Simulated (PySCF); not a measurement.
## `[Si@@H]1(C)N[Si@@H](C)P1`, C2H10NPSi2

Geometry:
```tsv
atom	x (Å)	y (Å)	z (Å)
C1	2.892	-0.028	0.004
Si2	1.179	0.495	0.628
N3	0.000	-0.783	0.519
Si4	-1.254	-0.230	-0.558
C5	-2.961	-0.146	0.258
P6	-0.152	1.745	-0.715
H7	3.299	-0.821	0.624
H8	3.583	0.807	0.039
H9	2.853	-0.390	-1.019
H10	1.236	1.042	1.990
H11	0.036	-1.672	0.991
H12	-1.276	-1.049	-1.779
H13	-3.689	0.288	-0.419
H14	-2.941	0.459	1.159
H15	-3.305	-1.139	0.525
H16	0.492	1.431	-1.897
```

The calculation used TDDFT B3LYP/def2-SVPD circular dichroism and optical rotation, one conformer, gas phase in PySCF. Geometry: GFN2-xTB.

Stereocentres: Si2 R, Si4 R.

**Question.** What is the specific rotation at 633, 589.3, 546, 436, 405, 365, 355 nm?

**Answer.** [α] in deg dm⁻¹ (g/mL)⁻¹:
| λ (nm) | origin-invariant length gauge | modified velocity gauge | length gauge (centre of mass) | isotropic polarisability (au) |
| --- | --- | --- | --- | --- |
| 633 | +238.9 | +234.4 | +240.9 | 113.8 |
| 589.3 | +283.8 | +278.4 | +286.1 | 114.4 |
| 546 | +342.8 | +336.4 | +345.5 | 115.2 |
| 436 | +625.2 | +614.1 | +630.1 | 118.3 |
| 405 | +776.5 | +763.1 | +782.5 | 119.8 |
| 365 | +1079.4 | +1061.8 | +1087.5 | 122.4 |
| 355 | +1185.5 | +1166.5 | +1194.3 | 123.3 |

**Question.** And for the mirror image at 589.3 nm?

**Answer.** -283.8 deg dm⁻¹ (g/mL)⁻¹ (origin-invariant length gauge): the same size and the opposite sign.

**Question.** What is the molar rotation [Φ] = [α]·M/100 of the geometry above at 589.3 nm?

**Answer.** With M = 135.25 g/mol, +383.8 deg cm² dmol⁻¹ (origin-invariant length gauge).

The first excitation lies at 5.29 eV (235 nm) with R = -4.5 × 10⁻⁴⁰ esu² cm² (velocity form).
